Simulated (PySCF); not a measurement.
Substituent chemical shifts

Parent skeleton `[CH3:1][O:2][CH:3]1[CH2:4][CH:5]1[SiH3:6]`; one hydrogen on atom 4 is replaced by X. Hydrogens on one atom are averaged.

- GIAO PBE0/pcSseg-1 shieldings
- structure optimised with GFN2-xTB
- code: PySCF 2.14.0 with density-fitted response routines
- one conformer, relativity neglected, isolated molecule, averaged over atoms made equivalent by symmetry, fast rotation or ring inversion

References, each an isolated molecule treated in the same way: TMS for 13C and 29Si and 1H; H2O for 17O.

Parent (X = H): C1 59.6, O2 37.3, C3 58.9, C4 12.7, C5 1.1, Si6 -65.0, H(C1) 3.48, H(C3) 3.32, H(C4) 0.48 ppm. Effects are Δδ = δ(X) − δ(H), positive for deshielding.

Question: Give Δδ (ppm) for X = CH2OH, vinyl, SO2CH3, CONH2, nPr, CN, CH2CN, CH3, C(S)CH3.

Answer: 
```
      X                                   SMILES    C1     O2     C3     C4     C5    Si6  H(C1)  H(C3)  H(C4)
  CH2OH          CO[C@@H]1[C@H]([SiH3])[C@@H]1CO  +1.7  -10.8   +5.7  +13.6   +5.9  -19.3  +0.02  +0.00  +1.05
  vinyl        C=C[C@@H]1[C@@H]([SiH3])[C@@H]1OC  +1.0   +0.0  +10.2  +18.9   +8.2   -2.5  +0.05  -0.21  +0.87
 SO2CH3  CO[C@@H]1[C@H]([SiH3])[C@@H]1S(C)(=O)=O  +2.0   -0.6   +2.1  +33.1  +13.5  -30.6  +0.13  +0.18  +2.04
  CONH2      CO[C@@H]1[C@@H]([SiH3])[C@H]1C(N)=O  +1.4  +11.4  +14.8  +13.0  +11.4  -11.1  +0.06  -0.40  +0.81
    nPr         CCC[C@@H]1[C@H]([SiH3])[C@@H]1OC  +1.3   -4.6   +5.6  +12.2   +3.1  -19.5  -0.02  -0.10  +0.33
     CN        CO[C@@H]1[C@@H]([SiH3])[C@@H]1C#N  +0.5   -0.9   +7.7   -4.6  +11.4   +0.0  +0.26  -0.28  +0.31
  CH2CN       CO[C@@H]1[C@@H]([SiH3])[C@@H]1CC#N  +2.0   -9.0   +5.6  +11.0   +6.4   -1.3  +0.31  -0.39  +0.43
    CH3            CO[C@@H]1[C@H](C)[C@H]1[SiH3]  +1.0   -3.7   +7.7   +8.4   +4.9   -2.2  +0.02  -0.40  +0.29
C(S)CH3     CO[C@@H]1[C@@H]([SiH3])[C@@H]1C(C)=S  +0.7   -4.9  +16.0  +32.2  +17.2   -2.3  -0.06  +0.16  +2.30
```

Question: Which position responds most, and to which substituents?

Answer: C4: from -4.6 ppm with CN to +33.1 ppm with SO2CH3.

Experimental scales use liquid or dissolved standards, which lie at an offset from isolated H2O (liquid H2O: subtract about 36 ppm).
